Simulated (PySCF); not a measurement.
# Broadened absorption spectrum of C2H4F3GeNO

Species: C2H4F3GeNO.
Z-matrix (Å and degrees, PBE0-D3(BJ)/def2-SVP geometry), rows numbered from 1:
```
N 
C   1  1.3511
O   2  1.2111  1  124.70
Ge  2  1.9982  1  116.86  3  -179.51
C   4  2.0055  2  109.55  1   -15.53
F   5  1.3566  4  110.01  2    47.28
F   5  1.3335  4  113.74  2   167.17
F   5  1.3382  4  111.87  2   -70.78
H   1  1.0150  2  118.60  3     1.70
H   1  1.0116  2  121.83  3   175.93
H   4  1.5334  2  110.06  1   101.99
H   4  1.5295  2  109.90  1  -134.26
```

The calculation used TDDFT CAM-B3LYP/def2-SVPD, vertical, gas phase, core orbitals frozen in the response in PySCF 2.14.0, density-fitted response routines. The CAM-B3LYP/def2-SVPD calculation is non-relativistic and has no spin–orbit coupling, an omission that weighs most on germanium.

Computed states:

```
state  E (eV)       f
   S1    5.04  0.0025
   S2    6.82   0.024
   S3    6.99  0.0064
   S4    7.28   0.189
   S5    7.66   0.187
   S6    7.69   0.036
   S7    8.00   0.018
   S8    8.12  0.0007
   S9    8.24   0.025
  S10    8.50  0.0052
```

Each state is given a Gaussian of 0.3 eV full width at half maximum, with ε(max) = 2.175×10⁸ f / Δν̃ (Δν̃ the width in cm⁻¹). The width is an assumption, not a result. The curve ends short of the highest state used, and states not computed would add to its high-energy end.

(1) What does the envelope look like, and where are its maxima?

(2) Coming from long wavelengths, where does ε first pass 100 L mol⁻¹ cm⁻¹?

(3) On this curve, what absorbance would a 10⁻³ mol/L sample give at 193 nm over a 1 cm path?

Answers

(1) 
| E (eV) | ε (L mol⁻¹ cm⁻¹) |
| --- | --- |
| 4.59 | 0 |
| 4.73 | 12 |
| 4.88 | 106 |
| 5.02 | 226 |
| 5.16 | 144 |
| 5.31 | 23 |
| 5.45 | 1 |
| 5.60 | 0 |
| 5.74 | 0 |
| 5.89 | 0 |
| 6.03 | 0 |
| 6.17 | 0 |
| 6.32 | 1 |
| 6.46 | 37 |
| 6.61 | 543 |
| 6.75 | 1953 |
| 6.90 | 2483 |
| 7.04 | 3970 |
| 7.18 | 12808 |
| 7.33 | 16373 |
| 7.47 | 11985 |
| 7.62 | 19412 |
| 7.76 | 15178 |
| 7.90 | 4832 |

Maxima: 246 nm (5.04 eV), ε about 230, made up of S1 (100%); 181 nm (6.86 eV), ε about 2500, made up of S2 (83%) and S3 (14%) (hardly more than a shoulder); 170 nm (7.28 eV), ε about 17000, made up of S4 (98%); 162 nm (7.66 eV), ε about 20000, made up of S5 (83%) and S6 (16%) (ε in L mol⁻¹ cm⁻¹; maxima over ε = 5, shares over 10%).

(2) At about 254 nm (4.88 eV), 0.16 eV below S1.

(3) 193 nm is 6.424 eV, where ε is about 16 L mol⁻¹ cm⁻¹, so A = ε c l ≈ 0.016 (Beer–Lambert, with the gas-phase spectrum and the assumed width).

All these states lie below the vertical ionisation energy of 9.74 eV (ΔSCF).

One conformer stands for the species.
